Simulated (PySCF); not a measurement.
HOSi, charge +1, multiplicity 1.

```xyz
3

O      0.0000     0.0000     0.8973
Si     0.0000     0.0000    -0.6459
H      0.0000     0.0000     1.8646
```
Charge +1, spin multiplicity 1.

The structure is a stationary point at B3LYP-D3(BJ)/def2-TZVPD. The isomer is the one that the SMILES or the coordinates give; other isomers of the formula were not compared.

These are PBE0/pcSseg-2 (PySCF) values and carry that method's errors. Non-relativistic, no solvent.

Computed absolute GIAO shielding of each atom: isotropic value and principal components (ppm):
```tsv
atom	σ(iso)	σ11	σ22	σ33	span
O1	144.0	8.0	8.0	416.0	408.1
Si2	487.3	294.0	294.0	873.7	579.7
H3	25.1	16.4	16.4	42.7	26.3
```
